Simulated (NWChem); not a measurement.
System meant: C$_{2}$H$_{7}$N$_{2}$, doublet; SMILES N[CH]CN

The following NWChem deck was run.

```
start job
memory heap 200 mb stack 700 mb global 900 mb
geometry units angstroms noautoz
  N     -0.542677    -1.452020    -0.081327
  C      0.544721    -0.713059     0.358123
  C      0.646436     0.674156    -0.175138
  N     -0.629813     1.362632    -0.016634
  H     -1.359198    -0.858290    -0.219021
  H     -0.756500    -2.287192     0.452125
  H      1.456578    -1.267198     0.600393
  H      1.510632     1.180856     0.301239
  H      0.866102     0.663383    -1.266053
  H     -0.783521     1.589147     0.964794
  H     -0.638395     2.239726    -0.531674
end
basis spherical
  * library def2-svp
end
dft
  odft
  mult 2
  xc b3lyp
  iterations 4
  mulliken
end
task dft energy
```

End of the output:

```
     --------------------------
     Expectation value of S2:
     --------------------------
      <S2> =      0.7529 (Exact =     0.7500)

 center of mass
 --------------
 x =  -0.01498217 y =  -0.03700906 z =  -0.00602453

 moments of inertia (a.u.)
 ------------------
         319.880445229027          -0.000000000000          -0.000000000000
          -0.000000000000         114.574201908197          -0.000000000000
          -0.000000000000          -0.000000000000         397.941256159519

     Multipole analysis of the density
     ---------------------------------

     L   x y z        total         alpha         beta         nuclear
     -   - - -        -----         -----         ----         -------
     0   0 0 0     -0.000000    -17.000000    -16.000000     33.000000

     1   1 0 0     -0.106381     -0.379614      0.273233      0.000000
     1   0 1 0      0.238555      0.832280     -0.593725     -0.000000
     1   0 0 1      0.323216     -0.034617      0.357833      0.000000

     2   2 0 0    -18.991836    -42.232266    -40.074782     63.315212
     2   1 1 0      0.717067     -0.127907     -0.358642      1.203616
     2   1 0 1     -0.701805     -0.092774      0.373140     -0.982171
     2   0 2 0    -15.343293   -100.262730    -96.194703    181.114140
     2   0 1 1     -0.896497      0.695209      0.153083     -1.744789
     2   0 0 2    -19.809070    -18.922135    -16.030726     15.143791

 ------------------------------------------------------------------------
 dft energy failed                                                                                  0
 ------------------------------------------------------------------------
 ------------------------------------------------------------------------
  current input line :
    26: task dft energy
 ------------------------------------------------------------------------
 ------------------------------------------------------------------------
 This type of error is most commonly associated with calculations not reaching convergence criteria
 ------------------------------------------------------------------------
 For more information see the NWChem manual at https://nwchemgit.github.io

0:dft energy failed:Received an Error in Communication
```

What is wrong, and how is it mended?

Convergence was not reached. Cause: the SCF was allowed too few iterations. This input runs:
```
start job
memory heap 200 mb stack 700 mb global 900 mb
geometry units angstroms noautoz
  N     -0.542677    -1.452020    -0.081327
  C      0.544721    -0.713059     0.358123
  C      0.646436     0.674156    -0.175138
  N     -0.629813     1.362632    -0.016634
  H     -1.359198    -0.858290    -0.219021
  H     -0.756500    -2.287192     0.452125
  H      1.456578    -1.267198     0.600393
  H      1.510632     1.180856     0.301239
  H      0.866102     0.663383    -1.266053
  H     -0.783521     1.589147     0.964794
  H     -0.638395     2.239726    -0.531674
end
basis spherical
  * library def2-svp
end
dft
  odft
  mult 2
  xc b3lyp
  iterations 150
  mulliken
end
task dft energy
```
It converges to -189.72907 Ha (B3LYP/def2-SVP, spin-unrestricted).
